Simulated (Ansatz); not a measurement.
Harmonic frequencies (cm⁻¹) at PBE0-D4/def2-TZVP from Ansatz: 62, 68, 202, 233, 299, 384, 473, 523, 609, 749, 784, 842, 891, 922, 957, 1094, 1130, 1170, 1293, 1377, 1406, 1435, 1484, 1484, 1504, 2253, 2265, 3033, 3046, 3074, 3119, 3135, 3610.

Each molecule was computed in one conformer, which needn't be the lowest.

Q: Which molecule is it?
A. `CCN[SiH2]Cl`
B. `BN[SiH2][SiH3]`
C. `C[SiH2]N[SiH3]`
D. `B[N](C)[GeH3]`

A: A.
